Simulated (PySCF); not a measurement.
# Tc (technetium, neutral) across methods

[Kr] 4d4 5s2 6s1, high-spin 6D determinant (an excited configuration). Computed with PySCF 2.14 in aug-cc-pVTZ-PP with ECP28MDF (6s6p5d3f2g, 88 functions), with scalar relativity through the core potential.

```json
{"method": "TPSS", "E (hartree)": "-80.0367", "mean ε 5s α (eV)": "-9.843", "mean ε 5s β (eV)": "-8.487", "mean ε 6s α (eV)": "-1.658", "Σ⟨r²⟩ (bohr²)": "133.2", "⟨S²⟩": "8.756"}
{"method": "UHF", "E (hartree)": "-79.49628", "mean ε 5s α (eV)": "-12.090", "mean ε 5s β (eV)": "-10.357", "mean ε 6s α (eV)": "-2.337", "Σ⟨r²⟩ (bohr²)": "135.7", "⟨S²⟩": "8.762"}
{"method": "PBE", "E (hartree)": "-80.0726", "mean ε 5s α (eV)": "-9.822", "mean ε 5s β (eV)": "-8.518", "mean ε 6s α (eV)": "-1.681", "Σ⟨r²⟩ (bohr²)": "130.3", "⟨S²⟩": "8.754"}
{"method": "PBE0", "E (hartree)": "-80.0553", "mean ε 5s α (eV)": "-10.571", "mean ε 5s β (eV)": "-9.232", "mean ε 6s α (eV)": "-1.920", "Σ⟨r²⟩ (bohr²)": "131.8", "⟨S²⟩": "8.755"}
{"method": "CAM-B3LYP", "E (hartree)": "-80.0260", "mean ε 5s α (eV)": "-11.590", "mean ε 5s β (eV)": "-10.519", "mean ε 6s α (eV)": "-2.150", "Σ⟨r²⟩ (bohr²)": "130.0", "⟨S²⟩": "8.754"}
{"method": "LDA", "E (hartree)": "-79.8839", "mean ε 5s α (eV)": "-10.012", "mean ε 5s β (eV)": "-8.783", "mean ε 6s α (eV)": "-1.660", "Σ⟨r²⟩ (bohr²)": "126.9", "⟨S²⟩": "8.753"}
{"method": "r2SCAN", "E (hartree)": "-80.0920", "mean ε 5s α (eV)": "-9.953", "mean ε 5s β (eV)": "-8.667", "mean ε 6s α (eV)": "-1.658", "Σ⟨r²⟩ (bohr²)": "129.2", "⟨S²⟩": "8.764"}
```

Task: Estimate the same row for HSE06.

Result: E (hartree) = -80.0553; mean ε 5s α (eV) = -10.217; mean ε 5s β (eV) = -8.905; mean ε 6s α (eV) = -1.683; Σ⟨r²⟩ (bohr²) = 131.8; ⟨S²⟩ = 8.754.

Energies and moments cover only the electrons outside the core potential. The outer electron is Rydberg-like, and this basis confines it to a smaller radius and binds it less than a complete one would.
